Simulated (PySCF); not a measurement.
These compounds are isomers of formula C₄H₈F₂O₂.

A. SMILES CCOCOC(F)F
B. SMILES COC(F)(CF)OC
C. `CO[C@@H](F)[C@@H](F)OC`
D. `COCC(F)(F)OC`

Spectrum 1. $^{1}$H NMR (500 MHz, computed): δ 4.40 (dd, J = 54.3, 12.0 Hz, 2H), 3.54 (dd, J = 2.8, 1.0 Hz, 6H). $^{13}$C{$^{1}$H} NMR (computed): δ 118.8 (C, dd, J = 308.6, 20.2 Hz), 87.8 (CH2, dd, J = 240.0, 39.2 Hz), 50.9 (CH3, d, J = 4.8 Hz).

Spectrum 2. $^{1}$H NMR (500 MHz, computed): δ 4.56 (dd, J = 72.9, 1.3 Hz, 2H), 3.53 (m, 6H). $^{13}$C{$^{1}$H} NMR (computed): δ 110.8 (CH, m), 56.4 (CH3).

Spectrum 3. $^{1}$H NMR (500 MHz, computed): δ 3.54 (s, 3H), 3.42 (t, J = 2.0 Hz, 3H), 3.38 (t, J = 13.2 Hz, 2H). $^{13}$C{$^{1}$H} NMR (computed): δ 127.6 (C, t, J = 331.4 Hz), 74.3 (CH2, t, J = 28.2 Hz), 60.7 (CH3), 48.1 (CH3, t, J = 8.8 Hz).

Spectrum 4. $^{1}$H NMR (500 MHz, computed): δ 6.11 (t, J = 86.1 Hz, 1H), 4.79 (m, 2H), 3.53 (q, J = 8.0 Hz, 2H), 1.29 (t, J = 8.0 Hz, 3H). $^{13}$C{$^{1}$H} NMR (computed): δ 119.1 (CH, t, J = 318.3 Hz), 91.4 (CH2, t, J = 2.7 Hz), 65.1 (CH2), 16.6 (CH3).

PySCF 2.14 calculation with couplings computed with B3LYP/pcJ-1 (spin–dipole term left out of most H,H and C,H couplings), shieldings: GIAO PBE0/pcSseg-1 and structure optimised with PBE0-D3(BJ)/def2-SVP; isolated molecule, rapidly exchanging positions averaged, non-relativistic Hamiltonian, single conformer.

Scale: $^{1}$H and $^{13}$C against TMS (reference shieldings calculated alike). Multiplet labels drop J under 1 Hz and among equivalent protons, and merge close values. Unscaled 3J(H,H) run several per cent high. Vicinal couplings that depend on rotamer populations or ring flexing (ring, CH–CH, X–H and H–F types) are those of the one conformer. One-bond C–F couplings are unscaled and too large by tens of Hz. Shifts are as computed. Against solution values, carbons near 30 ppm lie about +2 ppm off and those near 130 ppm about +5 ppm. Of 1313 compounds with measured shifts, 239 miss one by over three times the rms of a fit or turn the order of signals round; such compounds aren't used in these exercises.

Which spectrum belongs to which compound?

## Answers

1–B, 2–C, 3–D, 4–A.

- Spectrum 1 (B): 3 $^{13}$C signals; δC 118.8 is an sp3 carbon bearing two oxygens; δC 87.8 is an sp3 CH2 bonded to F.
- Spectrum 2 (C): 2 $^{13}$C signals; δC 110.8 is an sp3 CH bonded to F and O; δC 56.4 is a methyl carbon bonded to O.
- Spectrum 3 (D): 4 $^{13}$C signals; δC 127.6 is a fully substituted sp3 carbon bonded to 2 F and O; δC 74.3 is an sp3 CH2 bonded to O.
- Spectrum 4 (A): 4 $^{13}$C signals; δC 119.1 is an sp3 CH bonded to 2 F and O; δC 91.4 is an sp3 carbon bearing two oxygens.
